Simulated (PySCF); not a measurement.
## Mayer bond orders and bond lengths

C₆H₁₄AlP.
SMILES with atom numbers: `[AlH3-:1][P@+:2]12[CH2:3][CH2:4][C@H:5]([CH2:6][CH2:7]1)[CH2:8]2` (hydrogens: H9, H10, H11 on Al1; H12, H13 on C3; H14, H15 on C4; H16 on C5; H17, H18 on C6; H19, H20 on C7; H21, H22 on C8)

Geometry (PBE0-D3(BJ)/def2-SVP, Å), atoms numbered from 1 in this order:
```xyz
22
C6H14AlP angstrom
Al     2.9304   -0.3366   -1.4892
P      0.7402   -0.2534   -0.3557
C      0.3565    0.9835    0.9629
C     -1.1910    1.0056    1.0403
C     -1.7357   -0.0634    0.0773
C     -1.4548   -1.4739    0.6230
C      0.0661   -1.7431    0.5056
C     -0.8768    0.0579   -1.1877
H      2.6280   -1.5729   -2.4716
H      3.8563   -0.6169   -0.2056
H      2.9527    1.1416   -2.1182
H      0.7836    1.9580    0.6846
H      0.8426    0.6731    1.8992
H     -1.5656    1.9962    0.7409
H     -1.5472    0.8263    2.0660
H     -2.8097    0.0843   -0.1165
H     -2.0124   -2.2158    0.0314
H     -1.8034   -1.5677    1.6626
H      0.5725   -1.8580    1.4750
H      0.2973   -2.6400   -0.0875
H     -1.0926   -0.7052   -1.9503
H     -0.9065    1.0534   -1.6551
```

Bond orders from the PBE0/pcSseg-1 density (PySCF). Geometry: PBE0-D3(BJ)/def2-SVP; no solvent, vibrations or thermal averaging.

(1) How far do the computed orders between heavy atoms stray from the drawn ones?

(2) Set the Mayer orders of the bonds between heavy atoms beside their lengths.

## Answers

(1) The largest departure is 0.597, at Al1–P2 (drawn single, 0.403). Drawn single, order below 0.88: Al1–P2 (0.403). The SMILES, with its formal charges, is one Lewis structure only.

(2) 
| bond | drawn as | length (Å) | Mayer order |
| --- | --- | --- | --- |
| Al1–P2 | single | 2.468 | 0.403 |
| P2–C3 | single | 1.848 | 0.976 |
| C3–C4 | single | 1.550 | 0.977 |
| C4–C5 | single | 1.539 | 0.998 |
| C5–C6 | single | 1.538 | 0.998 |
| C6–C7 | single | 1.549 | 0.977 |
| C5–C8 | single | 1.534 | 0.957 |
| C7–P2 | single | 1.848 | 0.978 |
| C8–P2 | single | 1.845 | 0.932 |

By pair of heavy elements: C–P: lowest C8–P2 (0.932, 1.845 Å), highest C7–P2 and P2–C3 (0.978, 1.848 Å); in 2 of the 3 pairs the longer bond (by over 0.003 Å) has the higher order (by 0.02 or more). C–C: lowest C5–C8 (0.957, 1.534 Å), highest C4–C5 and C5–C6 (0.998, 1.539 Å); in 4 of the 10 pairs the longer bond (by over 0.003 Å) has the higher order (by 0.02 or more). Bonds named together lie within 0.004.

Question: And the bonds to hydrogen?

Answer: Al–H: 0.86 to 0.87 (3 bonds); C–H: 0.93 to 0.95 (11 bonds).

Question: Sum the orders of all bonds at each heavy atom with more than one neighbour and set the sums beside the valence in the SMILES.

Answer: Al1 3.000 (drawn 4), P2 3.289 (drawn 4), C3 3.829 (drawn 4), C4 3.880 (drawn 4), C5 3.903 (drawn 4), C6 3.880 (drawn 4), C7 3.830 (drawn 4), C8 3.775 (drawn 4). Orders between atoms that aren't bonded are not in these sums.

For a closed shell the Mayer order of atoms A and B is Σ (PS)μν (PS)νμ over the basis functions μ on A and ν on B, with P the density and S the overlap matrix.
